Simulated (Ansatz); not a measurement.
`C[O][Ga]([F])[Cl]` + H₂S → `C[O][Ga]([F])[SH]` + HCl at 298.15 K and 1 bar (ligand exchange at a Ga–Cl bond).

Gas-phase electronic energies from Ansatz, PBE0-D4/def2-TZVP geometries. CBS: MP2 limit from def2 TZ/QZ plus the TZ coupled-cluster correction, frozen cores. This one scheme is used for every species. For Ga outer-core shells are correlated without core-valence functions, which leaves a few kJ/mol of doubt a bond. Scalar relativity is left out up to krypton. One conformer a species, not always the lowest.

```csv
species,CCSD(T)/CBS energy (Eh),H − E (kJ/mol),S (J/(mol·K))
`C[O][Ga]([F])[Cl]`,-2598.65197,140.7,369.9
H₂S,-398.97279,49.9,205.7
`C[O][Ga]([F])[SH]`,-2537.23701,163.9,380.1
HCl,-460.38127,26.6,186.8
```

H − E and S are ideal-gas, rigid-rotor, harmonic terms from PBE0-D4/def2-TZVP, for one conformer and one mirror image of each species. 1 Eh = 2625.50 kJ/mol, R = 8.31446 J/(mol·K).

By hand: ΔE, ΔH, ΔS and ΔG.

ΔE = (-2537.23701) + (-460.38127) − (-2598.65197) − (-398.97279) = 0.00648 Eh = 17.0 kJ/mol. Δ(H − E) = 163.9 + 26.6 − 140.7 − 49.9 = -0.1, so ΔH = 16.9 kJ/mol. ΔS = 380.1 + 186.8 − 369.9 − 205.7 = -8.7 J/(mol·K). ΔG = 16.9 − 298.15 × (-8.7)/1000 = 19.5 kJ/mol.

By hand: the equilibrium constant, and the temperature at which ΔG would vanish if ΔH and ΔS stayed fixed.

log₁₀ K = −ΔG/(RT ln 10) = -3.4. ΔH and −TΔS have one sign here, so there is no such temperature.

The number of gas molecules stays the same, so ΔS is small and ΔH decides. A doubt of 5 kJ/mol in ΔE shifts log₁₀ K by 0.9 here. Other conformers and mirror images would add mixing entropy, several J/(mol·K) or more a flexible species. These are equilibria of isolated gas molecules and say nothing of rates. Largest T1 diagnostic: 0.014 (customary marks: 0.02 for closed shells, 0.045 for open ones).

ΔS is within the doubt of such terms, so its sign, and with it that verdict, could turn.
